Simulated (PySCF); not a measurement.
Zn(OH)(OSiH3) (H4O2SiZn), SMILES [OH][Zn][O][SiH3]. Atoms are numbered in the order given.

```xyz
8

Zn     0.4106     0.1358     0.7200
O      0.8328     0.7565     2.3148
H      1.6579     1.2510     2.3458
O     -0.0553    -0.5929    -0.8139
Si    -1.1260    -0.4008    -2.0426
H     -2.5464    -0.5287    -1.5750
H     -0.8880    -1.4404    -3.0897
H     -0.9976     0.9472    -2.6917
```
Charge 0, spin multiplicity 1.

Coordinates come from a PBE0-D3(BJ)/def2-SVP optimisation. The structure was generated by enumeration; whether it is a known compound was not checked. One conformer was computed; it need not be the lowest.

Computed with PBE/def2-TZVP run with PySCF.

Atomic charges (e):

```json
[
 {"atom": "Zn1", "meta-Löwdin": "1.28", "Mulliken": "0.49"},
 {"atom": "O2", "meta-Löwdin": "___", "Mulliken": "-0.55"},
 {"atom": "H3", "meta-Löwdin": "0.34", "Mulliken": "0.31"},
 {"atom": "O4", "meta-Löwdin": "___", "Mulliken": "-0.38"},
 {"atom": "Si5", "meta-Löwdin": "0.68", "Mulliken": "0.28"},
 {"atom": "H6", "meta-Löwdin": "___", "Mulliken": "-0.05"},
 {"atom": "H7", "meta-Löwdin": "___", "Mulliken": "-0.04"},
 {"atom": "H8", "meta-Löwdin": "___", "Mulliken": "-0.05"}
]
```

Problem. What belongs in the gaps? (The exact figures need the calculation; the answer reports its results.)

Solution. 
- O2, meta-Löwdin: -0.95
- O4, meta-Löwdin: -1.01
- H6, meta-Löwdin: -0.12
- H7, meta-Löwdin: -0.11
- H8, meta-Löwdin: -0.12
